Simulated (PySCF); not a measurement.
Gas-phase reaction: SnHCl + SnH3Cl + Cl2 → 2 SnH2Cl2

Energies from PySCF, thermal terms from the rigid-rotor harmonic-oscillator model, ideal gas at 1 bar. † marks an energy on the PBE0/def2-TZVP geometry and frequencies; other levels use their own. CCSD(T) freezes the core. All species are closed-shell singlets. Sn: scalar-relativistic def2 core potential, no spin-orbit coupling. SnHCl, SnH3Cl, SnH2Cl2: computed as isolated molecules; such fragments, hydroxides, amides, oligomers or adducts are transient or little studied in the gas. CCSD(T) isn't extrapolated to the basis-set limit; its ΔH°(298 K) is -380.5 kJ in def2-SVP and -370.6 kJ in def2-TZVPP. The harmonic model lacks anharmonicity and excited electronic states, which grow with temperature; levels with a mode under 35 cm⁻¹ are left out. Soft modes under 120 cm⁻¹ make the harmonic entropy rough for SnH2Cl2.

```
level                ΔE electronic, kJ  ΔH°(298 K), kJ  ΔS°(298 K), J/K  ΔG°(800 K), kJ
-------------------  -----------------  --------------  ---------------  --------------
CCSD(T)/def2-SVP†                 -388            -381             -143            -268
CCSD(T)/def2-TZVPP†               -378            -371             -143            -258
PBE/def2-SVP                      -358            -350             -143            -238
PBE/def2-TZVP†                    -341            -334             -143            -222
ωB97M-V/def2-TZVP†                -374            -367             -143            -255
ωB97X-V/def2-TZVP†                -387            -379             -143            -267
```
ΔH° is lowest at CCSD(T)/def2-SVP† and highest at PBE/def2-TZVP†. No reference value is set beside these.
